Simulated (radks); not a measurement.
Question: These are the eigenvalues of the occupied orbitals of an atom or ion with whole-number occupations (hartree). Method: Dirac Kohn-Sham, LDA (Slater exchange, Perdew-Wang correlation), spin-unpolarised, spherical densities, finite nucleus; Fermi nuclear charge, rms radius of each element as measured or else 0.836 A^(1/3) + 0.57 fm; computed with a radial shooting solver on a logarithmic mesh with Libxc functionals.

1s1/2: -765.9255
2s1/2: -109.6883
2p1/2: -101.2534
2p3/2: -96.91508
3s1/2: -19.47482
3p1/2: -16.23070
3p3/2: -15.50449
3d3/2: -9.74252
3d5/2: -9.60275
4s1/2: -3.15307
4p1/2: -2.19509
4p3/2: -2.08317
4d3/2: -0.67194
5s1/2: -0.49896
5p1/2: -0.31856

Which element is it, and in what charge state? The configuration may be excited. Open shells, if any, fill j = l - 1/2 first.

Answer: Z = 43, technetium, charge +1: Tc+ in [Kr] 4d4 5s1 5p1. The list shows which subshells hold electrons but not how many an open one holds; the 1s level, -765.93 hartree, gives Z - s = 39.1 by -(Z - s)^2/2, which with screening and relativity narrows Z to a few neighbours, and the depths of the outer levels then fix element, charge and occupations together.
